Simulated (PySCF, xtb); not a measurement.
InH₂, SMILES [InH2], multiplicity 2.

Harmonic wavenumbers (cm⁻¹) from GFN2-xTB in xtb 6.7.1 at its own minimum, in rising order: 239, 611, 750.

What does PBE-D3(BJ)/def2-TZVPD run with PySCF 2.14.0 give at its own minimum? (An estimate is asked for; the answer gives what the named calculation found.)

581, 1517, 1598. Paired by order, the mean absolute difference is 698 cm⁻¹ and the zero-point energies are 2.3 and 5.3 kcal/mol.
